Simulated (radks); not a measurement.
Valence configurations of K I (all share [Ar]). Calculated with a radial shooting solver on a logarithmic mesh with Libxc functionals: scalar-relativistic Kohn-Sham, r2SCAN, spin-unpolarised, spherical densities, finite nucleus; meta-GGA in the generalised Kohn-Sham scheme; Fermi nuclear charge, rms radius 3.4349 fm. Energies are relative to 4s1; eigenvalues in eV.

valence      E (eV)   e(3d)   e(4p)   e(4s)
4s1           0.000       -       -  -2.290
4s0.5 4p0.5   0.764       -  -1.069  -2.551
3d0.5 4s0.5   1.236  -0.380       -  -2.733
4p1           1.485       -  -1.288       -
3d0.5 4p0.5   1.951  -0.469  -1.352       -
3d1           2.381  -0.585       -       -

NIST lists [Ar] 4s1 as the ground configuration; this level of theory agrees among the configurations tried. The energies are those of spherical spin-averaged densities, not of single terms.
